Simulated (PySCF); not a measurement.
A structure optimised at ωB97X-D3(BJ)/def2-SVP, used in a PySCF frequency run:

```xyz
4

Ga     0.0000     0.0000    -0.5309
F      0.0000     0.0000    -2.2711
Br     0.0000    -1.9781     0.5271
Br     0.0000     1.9781     0.5271
```
Charge 0, spin multiplicity 1.

### Question
Write its SMILES, formula and point group.

### Answer
[F][Ga]([Br])[Br], Br2FGa, C2v

### Question
What are its rotational constants (standard atomic weights)?

### Answer
3.1202, 0.80818, 0.64191 GHz
